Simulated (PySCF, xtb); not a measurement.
Si(Cl)(NCO)(OH)2 (CH₂ClNO₃Si), SMILES O=C=N[Si](O)(O)Cl.

GFN2-xTB run with xtb at its own geometry gives an orbital gap of 6.07 eV and a dipole moment of 3.24 D.

Coordinates come from a PBE-D3(BJ)/def2-SVP optimisation. This is a generated structure with no PubChem entry under its InChIKey; it may be hypothetical. The values are those of a single conformer.

### Question
What does r2SCAN/def2-TZVP (PySCF) give? (An estimate is asked for; the answer gives what the named calculation found.)

### Answer
gap 7.29 eV (levels -7.87 and -0.58 eV), dipole 2.44 D.
